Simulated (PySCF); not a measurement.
## Computed properties of CH9FN2Si2, SMILES [SiH3]N[Si@@H](NC)F

CH9FN2Si2, SMILES CN[Si@@H](F)N[SiH3]. The structure is a stationary point at B3LYP-D3(BJ)/def2-SVP. The structure was generated by enumeration; whether it is a known compound was not checked. The values are those of a single conformer. All values are computed for the isolated molecule unless a solvent is named; none is compared with measurement here.

**Structure.** All 39 harmonic modes at B3LYP-D3(BJ)/def2-SVP (PySCF) are real, so it is a minimum. With heavy atoms numbered as in [CH3:1][NH:2][Si@@H:3]([F:4])[NH:5][SiH3:6], the shortest bond between them is C1–N2 at 1.451 Å and the longest N5–Si6 at 1.749 Å.

**Vibrations.** The strongest infrared lines (harmonic, unscaled, degenerate partners summed) lie at 947 cm⁻¹ (327 km/mol, H 43 %, N 32 %, Si 24 %), 886 cm⁻¹ (285 km/mol, H 51 %, Si 25 %, F 13 %, N 10 %), 1204 cm⁻¹ (272 km/mol, H 62 %, N 33 %). The softest mode is at 54 cm⁻¹ and the zero-point energy is 68.1 kcal/mol.

**Electronic structure.** r2SCAN/def2-TZVP (PySCF) places the frontier levels at -5.98 and -0.08 eV, a gap of 5.90 eV, and gives a dipole moment of 2.32 D and a mean polarisability of 77.5 bohr³. PBE/def2-TZVP (PySCF) at the same geometry gives -5.70 and -0.55 eV, so its gap is 0.75 eV narrower. An orbital gap is neither the optical nor the fundamental gap.

**Excitations.** TDA-PBE0/def2-SVPD (PySCF) has S1 at 6.23 eV (199 nm, f = 0.007, weak); the most intense of the 6 singlets computed lies at 6.93 eV (f = 0.03). T1 (TDA) is at 6.05 eV, 0.18 eV under S1. TDA-PBE/def2-SVPD (PySCF) puts S1 at 5.20 eV. No vertical singlet excitation falls in the visible range (under 3.1 eV).

**NMR.** GIAO shifts at HF/pcSseg-1 (PySCF) (non-relativistic, atoms alike by connectivity averaged): ¹³C at 28.3 ppm against TMS; ¹H from 0.5 to 4.5 ppm against TMS; ²⁹Si from -54.7 to -36.5 ppm against TMS; ¹⁹F at -119.2 ppm against CFCl3.

**Solvation.** SMD-B3LYP/6-31G* (PySCF) gives -0.1 kcal/mol in water, -4.5 kcal/mol in methanol, -2.2 kcal/mol in n-hexane (1 M in both phases, gas-phase geometry); of these solvents methanol holds the molecule best.
